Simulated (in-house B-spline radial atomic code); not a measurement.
**Ionising neutral ytterbium with different functionals**

Computed with a B-spline radial code for spherical atoms: scalar-relativistic (spin-free X2C) Hamiltonian, Fermi nucleus of rms radius 5.3108 fm, spin-polarised at highest spin, spherical fractional occupations for the functionals, the average over the highest-spin determinants for Hartree-Fock. The ionisation energy is the difference of two self-consistent energies, [Xe] 4f14 6s2 → [Xe] 4f14 6s1, without Breit or QED terms; ε is the level of the shell that loses the electron (its least bound occupied spin orbital). There is no spin-orbit coupling in this Hamiltonian.

```csv
method,rung,ΔSCF (eV),-ε(6s) (eV)
Hartree-Fock,Hartree-Fock,5.13,5.34
HF fractional,Hartree-Fock,5.13,5.34
LDA VWN5,LDA,6.54,4.07
LDA PW92,LDA,6.55,4.07
LDA exchange-only,LDA,5.48,3.23
PBE,GGA,6.33,3.91
PBEsol,GGA,6.29,3.93
BLYP,GGA,6.36,3.81
RPBE,GGA,6.27,3.85
PW91,GGA,6.36,3.95
BP86,GGA,6.47,4.06
AM05,GGA,6.23,3.87
OLYP,GGA,6.10,3.59
TPSS,meta-GGA,6.15,3.88
SCAN,meta-GGA,6.23,4.07
r2SCAN,meta-GGA,6.10,4.00
revTPSS,meta-GGA,6.17,3.93
PBE0,global hybrid,6.15,4.43
B3LYP,global hybrid,6.37,4.36
TPSSh,global hybrid,6.11,4.09
M06-2X,global hybrid,?,?
BHandHLYP,global hybrid,6.09,4.84
r2SCAN0,global hybrid,?,?
B97-1,global hybrid,6.41,4.27
HSE06,range-separated hybrid,6.17,4.11
wB97X,range-separated hybrid,6.45,6.15
CAM-B3LYP,range-separated hybrid,6.29,5.33
LC-wPBE,range-separated hybrid,5.96,6.13
```

Task: What does M06-2X give?

Result: ΔSCF 6.47 eV, and -ε(6s) = 4.91 eV.

Task: What does r2SCAN0 give?

Result: ΔSCF 6.04 eV, and -ε(6s) = 4.49 eV.

Task: Among the functionals, which spreads more, the ΔSCF values or the orbital energies?

Result: The orbital energies: ΔSCF values span about 1.07 eV and the orbital energies 2.91 eV.

Task: How do they compare with the NIST value?

Result: NIST lists 6.254 eV (measured, ground level to ground level). Errors run from -1.12 to +0.29 eV; RPBE is closest (+0.01 eV), but part of that can be cancellation, since the calculations leave out Breit-QED terms. Hartree-Fock also lacks correlation.
